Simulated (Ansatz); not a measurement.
C2HN, SMILES `[C-]#[N+][CH]` (excited singlet) (charge 0, multiplicity 1). This singlet is an excited state, 0.12 eV above the relaxed triplet at the level B3LYP/cc-pVTZ // PBE0-D3(BJ)/def2-TZVP (Ansatz, a first-principles code).

Cartesian coordinates (Å):
```xyz
4

C      1.6585    -0.1331    -0.1550
N      0.4874     0.0688    -0.0180
C     -0.7408     0.4661     0.1735
H     -1.4051    -0.4018    -0.0004
```
Charge 0, spin multiplicity 1.

The restricted HF start is unstable towards unrestricted orbitals.

### Question
Give the natural occupations of the active orbitals, the CASSCF energy and the corrected energy for frozen-core fic-MRCISD+Q@CASSCF(2e,2o)/cc-pVTZ // PBE0-D3(BJ)/def2-TZVP (Ansatz).

### Answer

| Item | Value |
|---|---|
| natural occupations | 1.94, 0.06 |
| CASSCF energy | -130.6765 Ha |
| corrected energy | -131.1327 Ha |
| weight of the reference | 0.885 |
